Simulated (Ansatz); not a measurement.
Sn3Cl8. Total charge 0; singlet. Geometry r2SCAN-D4/def2-SVP, basis def2-TZVP, Ansatz.

```tsv
run	HOMO (eV)	LUMO (eV)
A	-8.65	-4.42
B	-8.42	-4.69
C	-8.28	-4.80
D	-7.89	-5.04
E	-7.56	-5.09
```

In the def2 sets Sn takes a core potential; there is no spin–orbit coupling. B3LYP takes the VWN-RPA correlation.

Q: The runs used B3LYP, PBE, PBE0, r2SCAN, r2SCANh. Estimate which is which.

A: A PBE0 (25 % exact exchange); B B3LYP (20 % exact exchange); C r2SCANh (10 % exact exchange); D r2SCAN (0 % exact exchange); E PBE (0 % exact exchange). Exact exchange lowers occupied and raises empty levels; among semilocal functionals meta-GGAs tend to open the gap a little, and such runs are hard to tell apart. The gap grows from 2.47 eV (PBE) to 4.22 eV (PBE0).
